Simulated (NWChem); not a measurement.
SiH$_{3}$O cation; SMILES [OH+]=[SiH2]

Results from NWChem. Geometry: optimised at B3LYP/6-31G* (spherical d). B3LYP is NWChem's, with the RPA form of VWN correlation. Level: B3LYP/def2-SVP with SMD (1 M gas to 1 M solution), gas-phase geometry. Reactions with the solvent are ignored.

Task: Order these by “cavity-dispersion-structure term (kcal/mol)”, lowest first: chlorobenzene; water; 2-propanol.

Result: chlorobenzene (-0.7), 2-propanol (-0.2), water (1.7)
